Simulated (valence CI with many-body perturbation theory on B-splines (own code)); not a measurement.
Ladder of approximations for Ba¹⁶⁺

Computed by configuration interaction combined with many-body perturbation theory (CI+MBPT): four valence electrons over a frozen Dirac-Fock core [Kr], radial functions for each j: 9 s, 9 p, 10 d, 8 f, 5 g, 3 h, 1 i, with the one-electron correlation potential Σ1 (screened to all orders), the two-electron term Σ2, the three-electron term Σ3, Breit, model QED; selected single and double excitations, second order for the rest (own B-spline code, finite nucleus).

No measured levels were compared; by estimate terms of the open shell hold to 2 to 4 % of their energy, and close levels can change places. Core correlation moves these levels by up to 7300 cm⁻¹, and in measured spectra 5 to 20 % of such shifts remained as error; rates that hang on mixing are uncertain with them. Only levels of the ground parity were solved; by the run's estimate the other parity begins above the list, which can be wrong where configurations are misplaced.

Each rung adds one term. CI alone is the Dirac-Coulomb CI over the frozen core; QED comes last and gives the full result, which names the levels. Energies are above 4d4 5D_0 on the same rung, in cm⁻¹.

Names give the largest LS component (configuration and term), which can be under half, so a name can repeat, a term be missing and a line seem to break the LS rules; names also repeat where a configuration has a term twice. Letters in brackets count levels of one name in rising energy.

| Level | CI alone | Σ1 | Σ2 | Σ3 | Breit | QED | Full |
| --- | --- | --- | --- | --- | --- | --- | --- |
| 4d4 5D_1 | 11688 | +299 | -27 | +343 | -605 | +62 | 11761 |
| 4d4 5D_2 | 21440 | +469 | -111 | +369 | -977 | +96 | 21287 |
| 4d4 5D_3 | 28781 | +543 | -236 | +245 | -1156 | +109 | 28286 |
| 4d4 5D_4 | 33296 | +502 | -619 | -63 | -1105 | +93 | 32104 |
| 4d4 3P_0 [a] | 46434 | +517 | +803 | -514 | -944 | +103 | 46399 |
| 4d4 3H_4 | 51963 | +551 | -2522 | -458 | -1171 | +104 | 48468 |
| 4d4 3G_3 | 60681 | +552 | -2321 | -978 | -1026 | +99 | 57007 |
| 4d4 3F_2 [a] | 61874 | +515 | -1137 | -784 | -944 | +94 | 59619 |
| 4d4 3H_5 | 64966 | +690 | -3489 | -585 | -1447 | +123 | 60258 |
| 4d4 3P_1 [a] | 63306 | +664 | +288 | -473 | -1231 | +127 | 62682 |
| 4d4 3H_6 | 70763 | +741 | -4035 | -589 | -1654 | +129 | 65356 |
| 4d4 3G_4 | 76001 | +778 | -2804 | -1150 | -1522 | +138 | 71441 |
| 4d4 3D_2 | 77232 | +710 | -1579 | -1098 | -1356 | +130 | 74039 |
| 4d4 3D_3 | 81517 | +682 | -2919 | -1457 | -1285 | +121 | 76658 |
| 4d4 3F_4 [a] | 80475 | +862 | -1655 | -819 | -1775 | +170 | 77258 |
| 4d4 3F_3 [a] | 87713 | +915 | -1500 | -1031 | -1778 | +181 | 84500 |
| 4d4 3G_5 | 94291 | +1048 | -2826 | -947 | -2169 | +199 | 89595 |
| 4d4 3P_2 [a] | 91384 | +819 | +521 | -883 | -1602 | +162 | 90401 |
| 4d4 3D_1 | 97049 | +935 | -1526 | -1573 | -1736 | +183 | 93331 |
| 4d4 1I_6 | 99902 | +1055 | -4445 | -825 | -2208 | +193 | 93672 |
| 4d4 3F_4 [b] | 109905 | +976 | -3256 | -1889 | -1783 | +174 | 104127 |
| 4d4 3P_2 [b] | 111109 | +936 | -2318 | -1456 | -1663 | +170 | 106778 |
| 4d4 1S_0 [a] | 109466 | +972 | +865 | -2628 | -1873 | +193 | 106995 |
| 4d4 1F_3 | 117401 | +983 | -3005 | -1848 | -1885 | +184 | 111829 |
| 4d4 3P_2 [c] | 122466 | +823 | -1039 | -2150 | -1504 | +154 | 118750 |
| 4d4 3F_4 [c] | 131373 | +1109 | -79 | -1834 | -2210 | +220 | 128579 |
| 4d4 3F_3 [b] | 138002 | +1067 | -2373 | -2183 | -1949 | +198 | 132761 |
| 4d4 3F_2 [b] | 137494 | +1161 | -2167 | -1781 | -2150 | +221 | 132777 |
| 4d4 3P_1 [b] | 138799 | +1036 | -1784 | -2171 | -1801 | +195 | 134273 |
| 4d4 3P_0 [b] | 145977 | +1072 | -1995 | -2797 | -1801 | +196 | 140653 |
| 4d4 1G_4 | 147739 | +1067 | -3262 | -2479 | -1989 | +193 | 141267 |

The middle columns are the shifts that each term adds.

(1) How does the ionisation energy move along the ladder, and which term matters most?

Answers

(1) CI alone 419.52, + Σ1 421.73, + Σ2 423.61, + Σ3 423.67, + Breit 423.54, + QED 423.56 eV. The largest step is Σ1, 2.21 eV. NIST lists 422 ± 3 eV (theoretical).
